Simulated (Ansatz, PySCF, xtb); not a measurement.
Gas-phase reaction in SMILES: O[Si](Br)(Br)Br [tribromo(hydroxy)silane] + 4 [H][H] (H2) → 3 Br (HBr) + O (H2O) + [SiH4] (SiH4)
Structures are relaxed separately at B3LYP-D3(BJ)/def2-TZVP in Ansatz (a program for electronic structure), one conformer each, not searched for the lowest. Frequencies are from Ansatz or PySCF.

Property: energy of full hydrogenation (enthalpy at 298 K, with B3LYP-D3(BJ) rigid-rotor harmonic-oscillator terms), in eV. Cores are frozen in the correlated levels unless marked. No spin-orbit coupling. The frozen core is the preceding noble-gas configuration, with the filled d and f shells of earlier blocks. Non-relativistic. Basis-set limits of correlation are two-point, X^-3; Hartree-Fock from the larger set.

| level | program | energy of full hydrogenation (eV) |
|---|---|---|
| GFN1-xTB | xtb | 2.55 |

### Question
Predict the CCSD(T)/CBS(def2-TZVPPD,def2-QZVPPD) result (Ansatz).

### Answer
3.28 eV
